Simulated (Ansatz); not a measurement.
Mulliken charges of C2H6GeO, SMILES `O=C[CH2][GeH3]` from B3LYP/def2-TZVPP in Ansatz (PBE0-D4/def2-TZVP geometry).

```csv
atom,x (Å),y (Å),z (Å),charge (e)
O1,-1.861,0.854,-1.270,-0.270
C2,-0.674,0.671,-1.204,0.081
C3,0.133,0.793,0.035,-0.205
Ge4,0.404,-0.998,0.838,0.113
H5,-0.103,0.358,-2.107,0.062
H6,1.128,1.190,-0.184,0.104
H7,-0.378,1.416,0.770,0.111
H8,1.047,-1.930,-0.200,-0.004
H9,1.341,-0.845,2.045,-0.002
H10,-0.953,-1.561,1.279,0.011
```

Question: By hand: the dipole of these point charges (1 e Å = 4.8032 D).

Answer: Σ q r = (0.518, -0.156, 0.279) e Å, of length 0.609 e Å = 2.93 D.

Question: How does the dipole of the full density compare? (Estimate.)

Answer: Computed: (0.568, -0.060, 0.188) e Å, 2.89 D; the point charges give 1.01 times that, at 13° from its direction.

Point charges leave out the atoms' own dipoles, such as those of lone pairs, and Mulliken's split depends on the basis, so the close match here is no proof of good charges.

B3LYP here is the variant with VWN-RPA as its local correlation; programs differ in this.
